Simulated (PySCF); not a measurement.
C5H11NOSi2.
Geometry (PBE0-D3(BJ)/def2-SVP, Å), atoms numbered from 1 in this order:
```
atom  x, y, z in Å
C1     3.632    0.030    1.118
C2     2.390   -0.329    0.454
C3     1.357   -0.635   -0.107
C4     0.086   -0.980   -0.725
C5    -0.676    0.272   -1.231
Si6   -1.538    1.080    0.247
N7    -2.955    1.918   -0.237
O8    -1.798   -0.309    1.178
Si9   -1.058   -1.706    0.636
H10    3.552   -0.086    2.211
H11    4.464   -0.606    0.775
H12    3.907    1.077    0.912
H13    0.252   -1.705   -1.541
H14   -0.010    0.956   -1.780
H15   -1.467   -0.037   -1.938
H16   -0.736    2.047    1.043
H17   -3.652    1.470   -0.822
H18   -3.383    2.587    0.392
H19   -0.309   -2.390    1.725
H20   -2.071   -2.642    0.057
```

The closed-shell ground state was solved at several levels (PySCF, density fitting, gas phase, non-relativistic).

```csv
level,basis functions,HOMO (eV),LUMO (eV),gap (eV),dipole (D)
wB97X-D/pcSseg-1,222,-8.65,2.47,11.12,1.02
PBE0/pcSseg-1,222,-6.82,0.66,7.48,1.04
```

Q: Estimate the row for CAM-B3LYP/def2-SVPD, a basis of 279 functions; the other rows only guide the guess.

A: HOMO -8.14 eV, LUMO 1.08 eV, gap 9.22 eV, dipole 0.99 D.

Q: Over all these levels, which gives the widest orbital gap and which the narrowest?

A: wB97X-D/pcSseg-1 (range-separated hybrid) has the widest, 11.12 eV, and PBE0/pcSseg-1 (global hybrid, 25 % exact exchange) the narrowest, 7.48 eV. The two share the basis. From the narrowest to the widest the HOMO moves by -1.83 eV and the LUMO by +1.81 eV.

Q: How far do the dipole and the HOMO energy spread over the levels?

A: The dipole runs from 0.99 to 1.04 D (mean 1.02 D) and the HOMO from -8.65 to -6.82 eV.

One conformer stands for the species.
